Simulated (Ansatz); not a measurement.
Job for Ansatz (a quantum-chemistry and plane-wave program): U-CAM-B3LYP/def2-TZVPP on WSe, 2S+1 = 7, a spin state set in the input, which need not be the lowest, a point of a bond scan (R = 2.521 Å). Elements past Kr take the def2 small-core potentials; no spin–orbit coupling.

Ansatz 0.2 input:
```yaml
crystal:
  periodic: [false, false, false]
  atoms:
    - {symbol: W, position_ang: [0.00000000, 0.00000000, 0.00000000]}
    - {symbol: Se, position_ang: [0.00000000, 0.00000000, 2.52099000]}
basis:
  gaussian:
    orbitals: def2-TZVPP
    pivot_positions_ang: [[0.00000000, 0.00000000, 0.00000000], [0.00000000, 0.00000000, 2.52099000]]
hamiltonian:
  xc: {name: CAM-B3LYP}
magnetization: {spin_polarized: true, initial_magnetization: 6}
output: {forces: true, orbitals: {seedname: ./end}}
```

Task: Give the final energy of this run.

Result: -2468.5788 hartree.

Task: How many basis functions does it have, and what does it roughly cost on one machine?

Result: 104 functions; roughly 9 core-seconds.
